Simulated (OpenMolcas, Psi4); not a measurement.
## How basis sets differ on GeSiH6 (SMILES [SiH3][GeH3])

The species is GeSiH6 (8 atoms), meant as a singlet with charge 0. As SMILES, `[SiH3][GeH3]`. The shape is that of a PBE0-D4/def2-TZVP optimisation.

Each level gives the HOMO–LUMO gap (eV). The values are calculated.

```tsv
level	kind	program	value (eV)	CPU time
HF/ANO-RCC-MB (DKH2)	Hartree–Fock	OpenMolcas	16.09	4.2 s
HF/STO-3G	Hartree–Fock	OpenMolcas	19.77	3.5 s
HF/3-21G	Hartree–Fock	OpenMolcas	14.68	4 s
HF/cc-pVDZ	Hartree–Fock	OpenMolcas	14.73	12 s
HF/def2-SVP (density fitting)	Hartree–Fock	Psi4	14.80	3.3 s
```

All-electron rows without a relativistic Hamiltonian named are non-relativistic. The values span 14.68 to 19.77 eV. A Hartree–Fock LUMO above zero doesn't converge with the basis: it sinks as sets grow more diffuse. Orbital gaps aren't excitation energies. Times are those of the runs behind each value, whatever else they computed, on shared processors of several kinds: orders of magnitude only.
